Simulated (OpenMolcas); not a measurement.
Xe2+: effect of the level shift or regulariser

```json
{
 "Program": "OpenMolcas 26.06",
 "Basis": "ANO-R2 [7s6p4d2f1g]",
 "Scalar Hamiltonian": "X2C, finite nucleus",
 "Active space": "6 electrons in 9 orbitals (RAS2 5s 5p; RAS3 5d, at most 2 electrons)",
 "State averaging": "2S+1 = 3 even, 3 roots; 2S+1 = 1 even, 7 roots; 2S+1 = 3 odd, 3 roots; 2S+1 = 1 odd, 3 roots",
 "Spin-orbit coupling": "state interaction with AMFI integrals over the reference wave functions, term energies averaged over their components"
}
```

Methods on the same reference wave functions:
A. RASSCF
B. MS-RASPT2, IPEA 0.25 Eh, imaginary shift 0.1 Eh (closed shells correlated: 4d)
C. MS-RASPT2, IPEA 0.25 Eh, real shift 0.2 Eh (closed shells correlated: 4d)

Energies in cm⁻¹ above 5s² 5p⁴ ³P₂, the measured ground level; measured values from Saloman, J. Phys. Chem. Ref. Data 33, 765 (2004).

```csv
Level,A,B,C,Measured
5s² 5p⁴ ³P₂,0.0,0.0,0.0,0.0
5s² 5p⁴ ³P₀,7785,7790,7790,8130
5s² 5p⁴ ³P₁,8333,8500,8500,9794
5s² 5p⁴ ¹D₂,18005,16440,16460,17099
5s² 5p⁴ ¹S₀,35209,34660,34660,36103
5s 5p⁵ ³P°₂,96747,99550,99550,98262
5s 5p⁵ ³P°₁,102446,105030,105030,103568
```

Deviations, from unrounded energies. A percentage is the sum of absolute deviations over the sum of measured energies, with the sign that they share, or ± where signs differ.

```tsv
Against measurement	Levels	A	B	C
mean absolute deviation (cm-1)	6	1000	1100	1100
fine structure of the ground term (%)	2	-10.1	-9.1	-9.1
other terms of the ground configuration (%)	2	±3.4	-3.9	-3.9
other configurations (%)	2	-1.3	+1.4	+1.4
```

A, B, C lie about equally close to measurement. The largest miss of A in the table is 5s 5p⁵ ³P°₂, by -1500 cm-1. The ranking rests on the paired levels alone, and a cruder setting can come out closer through cancelling errors.

Between B and C the level of the table that moves most is 5s² 5p⁴ ¹D₂, by 19 cm-1 (lowest in B, highest in C). Moves below CASPT2's spread within the term are not significant.

The two smallest mean deviations differ by little beside CASPT2's spread within terms, so their order carries little weight.

From A to B the spin-free energies of the other terms of 5s² 5p⁴ shown, above ³P, scale by factors of 0.84 to 0.97.

The lowest spin-free term lies below A's lowest term by 0.511 hartree in B, 0.511 hartree in C.

CASPT2 does not keep the components of a term degenerate, so their means are used; among the terms shown or strongly mixed into the levels shown the widest spread is 220 cm-1 (5s² 5p⁴ ¹D, B). The run also gave levels led by 5s 5p⁴ 5d, which use shells meant for correlation; these and all levels above them are left out. Some terms mix strongly with configurations of 5d, whose occupation reaches 0.25 (5s 5p⁵ ³P°). Computed and measured levels are paired by configuration, term and J; levels that our copy of the source lacks, or whose pairing is in doubt (as where it misses far off the trend of its configuration), stay unpaired and out of the deviations. Only configurations of the active space appear. The table leaves out levels that lie high or whose names do not pair safely across all columns.

° marks odd parity.
